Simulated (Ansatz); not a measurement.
Gas-phase electronic energies from Ansatz, PBE0-D4/def2-TZVP geometries. CCSD(T)/CBS is the MP2 limit (def2-TZVPP, def2-QZVPP) plus CCSD(T) − MP2 in def2-TZVPP, frozen cores. Functionals use def2-TZVPP. def2 core potentials past Kr. For Br, Ge, Hf outer-core shells are correlated without core-valence functions, which leaves a few kJ/mol of doubt a bond. Scalar relativity is left out up to krypton.

Reaction (redistribution): `[Cl][Ge]([Cl])([Br])[Br]` + `[F][Hf]([Cl])([Cl])[Cl]` → `[Cl][Ge]([Cl])([Cl])[Br]` + `[F][Hf]([Cl])([Cl])[Br]`

`[Cl][Ge]([Cl])([Br])[Br]`:

Z-matrix (Å, degrees):
```
Ge
Cl 1 2.122
Br 1 2.273 2 109.5
Br 1 2.273 2 109.5 3 121.1
Cl 1 2.122 2 108.6 3 -119.5
```

`[F][Hf]([Cl])([Cl])[Cl]`:

Z-matrix (Å, degrees):
```
Hf
F 1 1.881
Cl 1 2.324 2 108.9
Cl 1 2.324 2 108.9 3 120.0
Cl 1 2.324 2 108.9 3 -120.0
```

`[Cl][Ge]([Cl])([Cl])[Br]`:

Cartesian coordinates in Å:
```
Cl -1.809 -0.024 -1.118
Ge 0.004 -0.003 -0.021
Cl 1.007 -1.847 -0.307
Cl 1.229 1.570 -0.740
Br -0.432 0.305 2.185
```

`[F][Hf]([Cl])([Cl])[Br]`:

Cartesian coordinates in Å:
```
F 0.957 -1.157 1.266
Hf 0.051 -0.063 0.035
Cl 1.617 0.997 -1.314
Cl -1.339 -1.394 -1.264
Br -1.286 1.616 1.278
```

Question: Is it downhill or uphill in electronic energy at CCSD(T)/CBS, and by how much? (Estimate.)

Answer: Ansatz gave: Uphill: ΔE = +7.3 kJ/mol.

Question: What do these levels give: PBE-D4, r2SCAN-D4, PBE-QIDH, PBE, RPA@PBE/def2-TZVPP, CCSD/def2-SVP? (An estimate is asked.)

Answer: Computed: PBE-D4 10.7, r2SCAN-D4 8.8, PBE-QIDH 6.6, PBE 10.1, RPA@PBE/def2-TZVPP 5.6, CCSD/def2-SVP 8.0 kJ/mol.

Largest T1 diagnostic among the species: 0.014.

Leaving LDA and LC-ωPBE aside and taking each functional with its dispersion term where it has one, the values, not all of them listed here, spread over 5.5 kJ/mol, from PBE-QIDH to BLYP-D4.
